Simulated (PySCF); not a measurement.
How exact exchange moves a shielding

Molecule: `InChI=1S/C3H6Cl2Si/c1-2-3(4)6-5/h2-3H,1,6H2/t3-/m1/s1`.

Geometry (Å), atoms numbered from 1 in this order:
```xyz
12

C     1.855    0.879    1.044
C     0.925   -0.036    0.765
C    -0.247   -0.317    1.632
Cl   -0.501   -2.101    1.844
Si   -1.897    0.273    0.908
Cl   -1.805    2.329    0.672
H     1.839    1.453    1.976
H     2.662    1.096    0.339
H     0.964   -0.592   -0.179
H    -0.111    0.106    2.639
H    -2.104   -0.359   -0.421
H    -2.998   -0.049    1.853
```

GIAO shieldings (ppm, equivalent atoms averaged) in PySCF 2.14 on the PBE0-D3(BJ)/def2-SVP geometry, basis pcSseg-1, gas phase, non-relativistic:

```tsv
functional	exact exchange (%)	σ(C3)	σ(Cl4)	σ(Cl6)	σ(Si5)
BLYP	0	116.9	779.7	927.5	349.8
BP86	0	122.8	790.5	935.0	358.0
PBE	0	123.5	790.2	935.6	359.0
B3LYP	20	123.5	811.8	950.4	361.1
mPW1PW91	25	130.2	827.6	962.9	371.7
BHandHLYP	50	131.9	854.0	977.5	379.4
HF	100	145.2	916.8	1014.0	414.1
```

**Question.** Fit each shielding as a line in the percentage of exact exchange.

**Answer.** σ(C3) = 121.1 + 0.24 x (rms 2.5 ppm); σ(Cl4) = 788.0 + 1.30 x (rms 4.4 ppm); σ(Cl6) = 934.7 + 0.82 x (rms 4.2 ppm); σ(Si5) = 354.4 + 0.58 x (rms 3.9 ppm). The functionals also differ in their semilocal parts, which the line can't hold; Hartree–Fock has no correlation at all.

**Question.** What does the line predict for PBE0 (25 %), and what does the run give?

**Answer.** σ(C3): 127.1 predicted, 131.1 computed; σ(Cl4): 820.5 predicted, 828.9 computed; σ(Cl6): 955.2 predicted, 963.3 computed; σ(Si5): 368.9 predicted, 373.1 computed ppm.
